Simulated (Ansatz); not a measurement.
Consider the cleavage of the B–Ge bond: `[BH2][GeH2][SiH2][SiH3]` + `O[SiH2][GeH2][F]` → `BO[SiH2][GeH2][F]` + `[SiH3][SiH2][GeH3]`.

Computed with Ansatz on PBE0-D4/def2-TZVP structures; ΔE is electronic, products minus reactants. CCSD(T)/CBS adds triple-zeta CCSD(T) − MP2 to the extrapolated MP2 energy (def2 sets, frozen cores). Functionals use def2-TZVPP. For Ge outer-core shells are correlated without core-valence functions, which leaves a few kJ/mol of doubt a bond. Scalar relativity is left out up to krypton. Each species was taken in one conformer, which may not be the lowest.

CCSD(T)/CBS gives -32.7 kcal/mol.

Task: Another level gave -35.2 kcal/mol. Which?
A. CCSD(T)/def2-TZVPP
B. r2SCAN-D4/def2-TZVPP
C. PBE-D4/def2-TZVPP
D. SCS-MP2/def2-TZVPP

Result: D. SCS-MP2/def2-TZVPP -35.2, CCSD(T)/def2-TZVPP -33.9, PBE-D4 -31.4, r2SCAN-D4 -32.9 kcal/mol.

Largest T1 diagnostic among the species: 0.013.

From PBE to PBE0 (25 % exact exchange), in def2-TZVPP and without D4, ΔE moves by −0.9 kcal/mol. In def2-TZVPP, CCSD(T) changes the Hartree–Fock value by +5.1 kcal/mol (the triples alone add +0.5 kcal/mol) and MP2 by +4.9 kcal/mol.
